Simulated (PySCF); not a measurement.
# Spin-rotation constants: `CO[C@H]1C[C@@H](O)C1`, C5H10O2

Cartesian coordinates in Å; atom numbers follow the order of the lines, from 1:
```xyz
17

C    -2.495    0.446    0.279
O    -1.238    0.885   -0.171
C    -0.308   -0.151   -0.339
C     1.057    0.346   -0.837
C     1.744   -0.456    0.289
O     2.718    0.187    1.050
C     0.365   -0.705    0.938
H    -2.943   -0.261   -0.431
H    -2.425   -0.038    1.260
H    -3.124    1.331    0.357
H    -0.736   -0.947   -0.966
H     1.327    0.092   -1.858
H     1.149    1.421   -0.695
H     2.214   -1.374   -0.069
H     2.359    1.023    1.371
H     0.134   -1.732    1.211
H     0.197   -0.053    1.794
```

Method used: GIAO PBE0/pcSseg-1 magnetisability, rotational g tensor and spin-rotation constants, non-relativistic, gas phase (PySCF). Geometry: GFN2-xTB.

(1) Give the nuclear spin-rotation constants along the inertial axes (H = +C I·J) beside the isotropic shieldings.

(2) How do the rotational constants and the g tensor change when H8, H9, H10, H11, H12, H13, H14, H15, H16, H17 are replaced by deuterium?

## Answers

(1) Rotational constants 6.6563, 1.4919, 1.4035 GHz. A star marks the isotopologue with that one atom substituted, in its own axes.
```
atom  isotope  Caa (kHz)  Cbb (kHz)  Ccc (kHz)  mean (kHz)  σ (ppm)
  H8       1H     -0.518     -0.154      0.021      -0.217     28.7
  H9       1H     -0.617      0.060     -0.151      -0.236     28.4
 H10       1H     -0.261     -0.151     -0.021      -0.144     28.0
 H11       1H     -0.486     -0.162      0.030      -0.206     28.4
 H12       1H     -0.717      0.000     -0.083      -0.266     28.7
 H13       1H     -0.816     -0.151      0.047      -0.307     29.9
 H14       1H     -0.379     -0.153      0.015      -0.173     27.9
 H15       1H     -0.773     -0.205      0.001      -0.326     31.4
 H16       1H     -0.744     -0.059     -0.024      -0.276     28.9
 H17       1H     -0.772     -0.113     -0.006      -0.297     30.2
  C1     13C*      1.123      0.312      0.307       0.580    129.3
  O2     17O*     -0.748     -0.148     -0.097      -0.331    282.4
  C3     13C*      1.520      0.367      0.251       0.713    118.3
  C4     13C*      0.979      0.316      0.270       0.521    141.2
  C5     13C*      1.592      0.319      0.240       0.717    124.4
  O6     17O*     -0.767     -0.198     -0.168      -0.377    246.2
```
For the geometry as given, no vibrational averaging.

(2) Constants 5.0097, 1.2996, 1.2230 GHz; g -0.0034, -0.0071, -0.0119, against -0.0042, -0.0080, -0.0136 before.
